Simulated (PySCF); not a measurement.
Screening by computed properties: pick the candidate that meets the target.

Each SMILES stands for a single optimised conformer of the isolated species, non-relativistic unless stated. Electronic properties by PySCF.

Dipoles, sizes and rotational constants follow the conformer. The torsions of the flexible species, by atom-mapped SMILES:
- `[CH3:1][C:2]([CH3:3])=[CH:4][CH2:5][NH:6][C:7]=[O:8]`: C2–C4–C5–N6 -102°, C4–C5–N6–C7 -126°, C5–N6–C7–O8 0°
- `[CH3:1][N:2]([CH3:3])[C:4](=[O:5])[C:6]1[CH2:7][CH2:8]1`: C1–N2–C4–O5 0°, N2–C4–C6–C7 140°
- `[O:1]=[S:2](=[O:3])([OH:4])[C:5]1=[CH:6][CH:7]=[CH:8][N:9]1`: O1–S2–C5–C6 28°, H–O4–S2–O1 -169°
- `[CH2:1]=[CH:2][C:3](=[O:4])[N:5]([CH3:6])[CH:7][CH3:8]`: C1–C2–C3–O4 19°, C2–C3–N5–C6 -166°, C3–N5–C7–C8 -175°

Question: Wanted: smallest rotational constant above 1.1 GHz (GFN2-xTB) and isotropic g value above 2.002 (unrestricted B3LYP/pcH-1, mean-field spin–orbit), at GFN2-xTB geometries. Which candidate meets both?
A. `C=CC(=O)N(C)[CH]C` [radical]
B. `O=S(=O)(O)C1=CC=C[N]1` [radical]
C. `CC(C)=CCN[C]=O` [radical]
D. `CN(C)C(=O)[C]1CC1` [radical]

Answer: D. Computed values:
```csv
species,smallest rotational constant,isotropic g value
CC(C)=CCN[C]=O [radical],0.781 GHz,2.00171
O=S(=O)(O)C1=CC=C[N]1 [radical],0.977 GHz,2.00235
C=CC(=O)N(C)[CH]C [radical],1.029 GHz,2.00318
CN(C)C(=O)[C]1CC1 [radical],1.166 GHz,2.00282
```
